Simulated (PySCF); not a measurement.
Species: C5H8O2.
SMILES: `CO/C=C/C(C)=O`

Vertical excitations from PySCF (density fitting, frozen core in the response, grid level 2 and gas phase unless stated; continuum runs use non-equilibrium linear response for the excitations) on a GFN2-xTB geometry. Reference run:

```
                              settings    S1, eV (f)    S2, eV (f)    S3, eV (f)    S4, eV (f)    S5, eV (f)    S6, eV (f)  T1, eV (Tamm–Dancoff)  mean α (au)
PBE0/def2-SVPD, full TDDFT, 6 singlets  4.00 (0.000)  5.69 (0.419)  6.80 (0.020)  6.82 (0.021)  7.18 (0.005)  7.24 (0.000)                   3.48         71.8
```

Problem. What do these settings give: BP86/Sadlej pVTZ, full TDDFT, 3 singlets?

Solution. 
```json
{"settings": "BP86/Sadlej pVTZ, full TDDFT, 3 singlets", "S1, eV (f)": "3.52 (0.000)", "S2, eV (f)": "5.07 (0.015)", "S3, eV (f)": "5.19 (0.310)", "S4, eV (f)": "–", "S5, eV (f)": "–", "S6, eV (f)": "–", "T1, eV (Tamm–Dancoff)": "–", "mean α (au)": "77.5"}
```

S1 moves by -0.48 eV; functional and basis change together, so the shift can't be laid on one. States are counted by energy in each run and needn't keep their character from row to row.

Problem. Give the leading configurations of S1 (H = HOMO, L = LUMO) and the HOMO–LUMO gap of each run.

Solution. 
| settings | S1 configurations (weight) | S1 (eV) | orbital gap (eV) | S1 − gap (eV) |
| --- | --- | --- | --- | --- |
| PBE0/def2-SVPD, full TDDFT, 6 singlets | H→L 0.97 | 4.00 | 5.98 | -1.98 |
| BP86/Sadlej pVTZ, full TDDFT, 3 singlets | H→L 1.00 | 3.52 | 3.35 | +0.17 |

Shape of the structure used: `[CH3:1][O:2]/[CH:3]=[CH:4]/[C:5]([CH3:6])=[O:7]`: C1–O2–C3–C4 0°, C3–C4–C5–C6 0°.

One conformer stands for the species.
